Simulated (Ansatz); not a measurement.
Basis-set extrapolation for CH5NOSSi, SMILES `N[SiH](O)C=S` (PBE0-D4/def2-TZVP geometry, frozen core, Ansatz 0.2.0). Multiplicity 1, RHF reference.

|  | def2-TZVPP | def2-QZVPP |
| --- | --- | --- |
| HF | -856.717097 | -856.745972 |
| MP2 correlation | -0.900143 | -0.970258 |
| CCSD(T) correlation | -0.980429 | not run |

Energies in hartree. Use E(X) = E(∞) + A·exp(−7.88·√X) for Hartree–Fock and E(X) = E(∞) + B·X^(−2.97) for correlation, with X = 3 and 4, and add CCSD(T) minus MP2 of the smaller set to the MP2 limit.

Q: What is the CCSD(T) energy at the basis-set limit?

A: HF limit: -856.745972 + (-0.028875) × 0.13774 = -856.74995. MP2 limit: -0.970258 + (-0.070115) × 0.74074 = -1.02219. Higher-order term: -0.980429 − (-0.900143) = -0.08029. Total: -857.85243 hartree, 4.22 eV below CCSD(T)/def2-TZVPP.
